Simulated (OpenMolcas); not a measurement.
Ge II: from RASSCF to RASPT2

| Property | Result |
| --- | --- |
| Program | OpenMolcas |
| Basis | ANO-R2 [6s5p4d3f1g] |
| Scalar Hamiltonian | X2C, finite nucleus |
| Active space | 3 electrons in 9 orbitals (RAS2 4s 4p; RAS3 4d, at most 2 electrons) |
| State averaging | 2S+1 = 4 odd, 1 root (0 in the spin-orbit step); 2S+1 = 2 odd, 3 roots; 2S+1 = 4 even, 3 roots; 2S+1 = 2 even, 9 roots |
| Spin-orbit coupling | state interaction with AMFI integrals over the reference wave functions, term energies averaged over their components |

Methods on the same reference wave functions:
A. RASSCF
B. SS-RASPT2, IPEA 0.25 Eh, imaginary shift 0.1 Eh (closed shells correlated: 3d)

Energies in cm⁻¹ above 4s² 4p ²P°_1/2, the measured ground level; measured values from NIST Handbook of Basic Atomic Spectroscopic Data.

```
         Level      A      B  Measured
4s² 4p ²P°_1/2    0.0    0.0       0.0
4s² 4p ²P°_3/2   1608   1608      1767
 4s 4p² ⁴P_1/2  46787  50629     51576
 4s 4p² ⁴P_3/2  47371  51218     52291
 4s 4p² ⁴P_5/2  48275  52119     53367
 4s 4p² ²D_3/2  65992  67565     65016
 4s 4p² ²D_5/2  66092  67671     65185
 4s 4p² ²S_1/2  86914  86093     85891
 4s 4p² ²P_1/2  94221  91268     91016
 4s 4p² ²P_3/2  95151  92162     92123
```

Deviations, from unrounded energies. A percentage is the sum of absolute deviations over the sum of measured energies, with the sign that they share, or ± where signs differ.

| Against measurement | Levels | A | B |
| --- | --- | --- | --- |
| mean absolute deviation (cm-1) | 9 | 2700 | 1000 |
| fine structure of the ground term (%) | 1 | -9.0 | -9.0 |
| other configurations (%) | 8 | ±4.3 | ±1.6 |

B lies closest to measurement on these levels. The largest miss of B in the table is 4s 4p² ²D_3/2, by +2500 cm-1. The ranking rests on the paired levels alone, and a cruder setting can come out closer through cancelling errors.

The lowest spin-free term lies below A's lowest term by 0.478 hartree in B.

Some high roots are left out of the spin-orbit mixing, which shifts the levels that they would mix with. Active for correlation alone: 4d; no level in the range computed is led by a configuration that fills it, so any true level of that kind is missing. Some terms mix strongly with configurations of 4d, whose occupation reaches 0.17 (4s 4p² ²D). Without dynamic correlation excited terms often stand tens of per cent too high (terms of higher spin than the ground term too low), and those without a measured partner can miss by more than the paired ones (holds for A). Computed and measured levels are paired by configuration, term and J; levels that our copy of the source lacks, or whose pairing is in doubt (as where it misses far off the trend of its configuration), stay unpaired and out of the deviations. Only configurations of the active space appear.

° marks odd parity.
